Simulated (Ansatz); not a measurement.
Isomers of Na$_{21}$ (doublet), found by a short tight-binding search and relaxed with PBE/def2-SVP in Ansatz.

Correlated methods freeze 21 core orbitals; core or outer-core shells of Na are correlated, in sets that lack core-valence functions. Single mean-field runs in def2-TZVP are fitted with def2-universal-jkfit.

Run but left out: HF/STO-3G, HF/def2-SVP, r2SCAN/def2-TZVP, B2PLYP/def2-TZVP, MP2/def2-SVP (A: ⟨S²⟩ 1.16 to 9.58, where a pure state has 0.75).

A: At PBE0/def2-SVP, PBE0/def2-TZVP the charge 0 doublet is spin-contaminated (final ⟨S²⟩ up to 0.83, 0.75 for a pure state). B: At PBE0/def2-SVP, PBE0/def2-TZVP the charge 0 doublet is spin-contaminated (final ⟨S²⟩ up to 0.83, 0.75 for a pure state). C: At PBE0/def2-SVP, PBE0/def2-TZVP the charge 0 doublet is spin-contaminated (final ⟨S²⟩ up to 0.92, 0.75 for a pure state).

Other spin states weren't relaxed.

A:

```csv
atom,x (Å),y (Å),z (Å)
Na1,1.1734,2.0769,-1.9906
Na2,4.2442,-2.8386,-0.6706
Na3,-4.8933,-1.7723,1.3071
Na4,-1.3034,-2.7758,-3.3847
Na5,4.7281,3.3742,-0.3992
Na6,-1.8668,-1.7418,2.9564
Na7,-0.8338,4.0169,3.3099
Na8,4.6846,0.5389,-2.6706
Na9,0.2439,1.1118,2.0156
Na10,-4.6185,-2.4256,-2.0272
Na11,-1.5418,-0.4268,-0.6428
Na12,-2.1514,-3.9758,0.0541
Na13,1.4142,4.4037,0.5471
Na14,1.1805,-4.7191,-1.6283
Na15,-3.3799,1.4326,2.4520
Na16,3.3453,2.7529,2.9432
Na17,1.1198,-2.4692,1.0133
Na18,3.2486,0.3517,0.4168
Na19,1.6952,-1.3635,-2.5601
Na20,-1.8130,3.3215,-0.1836
Na21,-4.6759,1.1275,-0.8574
```

B:

```
atom   x (Å)   y (Å)   z (Å)
 Na1   4.977   0.584  -0.320
 Na2  -2.488  -3.338  -1.094
 Na3  -0.544   2.977  -1.956
 Na4  -3.678   1.460   2.586
 Na5  -2.754   4.927   3.096
 Na6   2.160   0.167   1.673
 Na7   3.224  -2.733  -0.260
 Na8  -0.667   5.857   0.134
 Na9  -4.285   0.043  -0.798
Na10  -0.850  -0.315   3.665
Na11   0.157  -3.027   1.522
Na12   4.014  -1.601  -3.552
Na13  -1.044  -0.140  -0.044
Na14   1.953   0.579  -1.885
Na15  -3.338  -2.217   2.132
Na16  -0.337   2.815   1.828
Na17   0.591  -5.589  -0.913
Na18   3.213  -5.016  -3.080
Na19   2.605   3.468   0.048
Na20   0.534  -2.439  -2.629
Na21  -3.443   3.538  -0.152
```

C:

```xyz
21

Na    1.855   -2.253   -2.068
Na    2.078    0.272   -4.475
Na    1.514   -0.990    4.565
Na    1.653    0.821   -0.460
Na    2.183    2.502    2.935
Na    4.035   -0.575    2.015
Na   -1.258   -2.084   -0.406
Na   -6.900   -2.450    0.112
Na    0.238    3.070   -2.898
Na   -4.288   -1.663   -2.151
Na    1.534   -2.767    1.512
Na   -3.979   -4.167    0.862
Na    5.109    2.389    0.633
Na    2.546    4.581   -0.242
Na    4.030    2.606   -2.700
Na   -1.592   -2.901    3.224
Na   -0.532    3.487    0.747
Na   -0.743    0.409    2.334
Na   -4.013   -0.656    1.433
Na   -2.335    1.179   -1.199
Na   -1.135   -0.812   -3.772
```

D:

```xyz
21

Na   -3.1193   -2.8328    1.2282
Na   -2.7944    2.7327   -0.3349
Na    1.7564    3.8353    3.4498
Na   -0.5440   -0.6079   -0.6254
Na   -0.1491   -4.2884   -0.0721
Na   -1.9788   -2.4222   -2.8585
Na    0.3076    3.0207   -2.2590
Na   -0.0090   -1.9278    2.7043
Na    2.8763   -2.6696    0.6877
Na    2.8909    0.4198    2.3793
Na   -2.5530    1.2396   -3.5396
Na    1.8513   -2.8614   -2.6835
Na    2.9885    3.5380    0.0913
Na    2.8275    0.3484   -1.3002
Na   -0.3637    5.2547    0.7442
Na    2.8788   -5.8529   -0.9878
Na   -3.0617    0.3863    2.4594
Na   -4.4287   -0.3082   -0.8085
Na   -0.2023    0.9821    4.6431
Na    0.0791    1.8731    1.2815
Na    0.7475    0.1403   -4.1994
```

Estimate their order by electronic energy at PBE0/def2-TZVP, counted from the lowest.

D (0.00) < B (0.28) < A (0.34) < C (0.44), in eV.

Do the other levels pick the same lowest one?

All that were run do. Energies above each level's lowest (eV):

```
           level     A     B     C     D
    PBE/def2-SVP  0.41  0.34  0.51  0.00
   PBE/def2-TZVP  0.36  0.30  0.45  0.00
   PBE0/def2-SVP  0.39  0.33  0.50  0.00
  PBE0/def2-TZVP  0.34  0.28  0.44  0.00
RPA@PBE/def2-SVP  0.56  0.50  0.68  0.00
```
Point groups (tolerance 0.1 Å): A not assigned, B not assigned, C not assigned, D not assigned. Lower isomers may exist.
